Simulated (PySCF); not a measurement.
dimethyl carbonate (C3H6O3), SMILES O=C(OC)OC. Heavy atoms are numbered as in [CH3:1][O:2][C:3](=[O:4])[O:5][CH3:6]. Hydrogens are named by the atom that carries them.

Geometry optimised at PBE0-D3(BJ)/def2-SVP.

All values below come from HF/pcSseg-1 run with PySCF.

GIAO shieldings, no solvent; atoms alike by connectivity are averaged. δ = σ(ref) − σ: ¹³C against TMS (σ = 192.6 ppm); ¹⁷O against H2O (σ = 333.0 ppm); ¹H against TMS (σ = 31.99 ppm), references at their B3LYP-D3(BJ)/def2-TZVP geometries, non-relativistic.

```tsv
nucleus	atoms	count	δ (ppm)
¹³C	C3	1	164.4
¹³C	C1 (CH3)	2	52.1
¹⁷O	O4	1	293.2
¹⁷O	O2	2	111.5
¹H	H on C1	6	3.89
```
